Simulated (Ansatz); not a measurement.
Ansatz (a program for electronic structure) input:
A basis named .json is the Basis Set Exchange file of that set.

Ansatz 0.2 input:
```yaml
crystal:
  periodic: [false, false, false]
  atoms:
    - {symbol: C, position_ang: [-1.02151573, -0.28340940, 0.11314712]}
    - {symbol: C, position_ang: [0.42085633, -0.09364926, 0.23265064]}
    - {symbol: Cl, position_ang: [1.25187985, -1.67597572, 0.23180861]}
    - {symbol: Cl, position_ang: [1.06718525, 0.94459575, -1.13853656]}
    - {symbol: Cl, position_ang: [-2.06346982, 0.89755613, 0.75171762]}
    - {symbol: H, position_ang: [-1.44709570, -0.99713223, -0.57459344]}
    - {symbol: H, position_ang: [0.70593248, 0.43448974, 1.13498269]}
basis:
  gaussian:
    orbitals: aug-cc-pV_D+d_Z.json
magnetization: {spin_polarized: true, initial_magnetization: 1}
correlation: {method: ccsd_t, electrons: outside_noble_gas}
output: {forces: true}
```

Q: Which total energy does the run end on?

A: -1456.17782 Eh (CCSD(T)/aug-cc-pV(D+d)Z). The basis has 160 functions.

It need not be the lowest isomer of its formula.
